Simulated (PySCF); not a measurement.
B(Cl)(F)(OAc) (C2H3BClFO2), SMILES CC(=O)OB(F)Cl. Atoms are numbered in the order given.

```xyz
10

B      0.7369     0.3954     0.6671
Cl     0.2289    -0.9489     1.6650
F      1.6080     1.2625     1.1491
O      0.3439     0.5647    -0.6284
C     -0.8131     0.0821    -1.2041
C     -0.6177    -0.1746    -2.6704
O     -1.8188    -0.0579    -0.5783
H     -1.5653    -0.4958    -3.1182
H      0.1506    -0.9513    -2.8054
H     -0.2502     0.7401    -3.1586
```
Charge 0, spin multiplicity 1.

Geometry optimised at ωB97X-D3(BJ)/def2-SVP. One conformer was computed; it need not be the lowest.

Method: PBE/def2-TZVP (PySCF).

The molecule is in vacuum.

**Question.** Estimate the frontier levels, gap, dipole moment and polarisability. (The exact figures need the calculation; the answer reports its results.)

**Answer.** 
The highest occupied level is -6.98 eV and the lowest empty level is -2.00 eV. The orbital gap comes out as 4.98 eV. The dipole moment comes out as 2.69 D. The quadrupole, principal values (traceless, Buckingham form, about the centre of nuclear charge) is -8.76, 0.79, 7.96 D·Å. The mean static polarisability comes out as 56.1 bohr³ (8.31 Å³) and the polarisability, principal values comes out as 44.4, 56.6, 67.3 bohr³.
